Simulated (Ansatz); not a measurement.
Basis-set extrapolation for `FC(F)N[SiH3]` (PBE0-D4/def2-TZVP geometry, frozen core, Ansatz 0.2.0). Multiplicity 1, RHF reference.

```tsv
	def2-TZVPP	def2-QZVPP
HF	-583.204892	-583.227235
MP2 correlation	-0.997132	-1.081007
CCSD(T) correlation	-1.064083	not run
```

Energies in hartree. Use E(X) = E(∞) + A·exp(−7.88·√X) for Hartree–Fock and E(X) = E(∞) + B·X^(−2.97) for correlation, with X = 3 and 4, and add CCSD(T) minus MP2 of the smaller set to the MP2 limit.

Question: What is the CCSD(T) energy at the basis-set limit?

Answer: HF limit: -583.227235 + (-0.022343) × 0.13774 = -583.23031. MP2 limit: -1.081007 + (-0.083875) × 0.74074 = -1.14314. Higher-order term: -1.064083 − (-0.997132) = -0.06695. Total: -584.44040 hartree, 4.66 eV below CCSD(T)/def2-TZVPP.
